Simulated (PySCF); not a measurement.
**NMR data sheet: C₄H₉NO₂Si₂**

```
Formula                               : C4H9NO2Si2
SMILES                                : [SiH3]OCc1cnoc1[SiH3]
Point group of the computed structure : C1
Degrees of unsaturation               : 3
Carbon signals                        : 4
Proton signals                        : 4
```

Bonds (- single, = double, # triple, : aromatic): Si1-O2, O2-C3, C3-C4, C4:C5, C5:N6, N6:O7, O7:C8, C8-Si9, C8:C4. Si1 carries H10, H11, H12; C3 carries H13, H14; C5 carries H15; Si9 carries H16, H17, H18.

[PySCF: GFN2-xTB structure; σ from GIAO-PBE0/pcSseg-1; averaged over atoms made equivalent by symmetry, fast rotation or ring inversion; one conformer; no relativistic terms; no solvent model]

Chemical shifts δ = σref − σ; TMS for 1H (σ = 31.72 ppm) and 13C (σ = 186.93 ppm) and 29Si (σ = 349.16 ppm); NH3 for 15N (σ = 267.73 ppm); 17O (σ = 336.08 ppm) against H2O, all at this level.

```tsv
carbon	δC, type	δH (multiplicity)	HMBC from (2–3 bonds)	span of the C tensor (ppm)
C3	64.3, CH2	5.14 (s)	H15, H10/H11/H12	66
C4	136.5, C	–	H15, H13/H14, H16/H17/H18	152
C5	148.8, CH	8.11 (s)	H13/H14	202
C8	171.1, C	–	H15, H13/H14, H16/H17/H18	174
```

Other nuclei:
```
      atoms  nucleus                         environment  δ (ppm)  σ (ppm)
H10/H11/H12       1H   hydrogen on a silicon bonded to O     5.04    26.67
H16/H17/H18       1H   hydrogen on a silicon bonded to C     4.61    27.11
        Si1     29Si            silicon bonded to O, 3 H    -34.4    383.6
        Si9     29Si            silicon bonded to C, 3 H    -85.6    434.8
         N6      15N  pyridine-type nitrogen of an azole    444.0   -176.3
         O7      17O                aromatic ring oxygen    427.5    -91.5
         O2      17O              oxygen bonded to C, Si     12.7    323.4
```

1. Carbon types of the structure: 2 × C, 1 × CH, 1 × CH2, leaving 6 H on heteroatoms.
2. δC 171.1: substituted aromatic carbon next to the ring oxygen.
3. δC 148.8: aromatic CH next to a ring nitrogen; the adjacent pyridine-type nitrogen withdraws density from it.
4. δC 136.5: substituted aromatic carbon.
5. δC 64.3: sp3 CH2 bonded to O, on an aromatic ring; deshielded by the electronegative neighbour.
6. δH 5.14: hydrogen on an sp3 CH2 bonded to O, on an aromatic ring; its carbon carries O, an electronegative neighbour.

Shifts are as computed. Against solution values, carbons near 30 ppm lie about +3 ppm off and those near 130 ppm about +5 ppm. Of 1211 compounds with measured shifts, 218 miss one by over three times the rms of a fit or turn the order of signals round; such compounds aren't used in these exercises. Unscaled 17O shifts of doubly bonded oxygen tend to come out too high, by tens of ppm or more. Experimental scales use liquid or dissolved standards, which lie at an offset from isolated NH3 (liquid NH3: subtract about 20 ppm) and H2O (liquid H2O: subtract about 36 ppm). Unscaled 15N shifts of sp2 nitrogen come out 20 to 40 ppm too high even then. No couplings were computed; multiplicities are counted from neighbouring protons, with m where these are inequivalent, close in shift, in a saturated or five-membered ring or joined by F or P, and br s for small geminal =CH2 splittings.
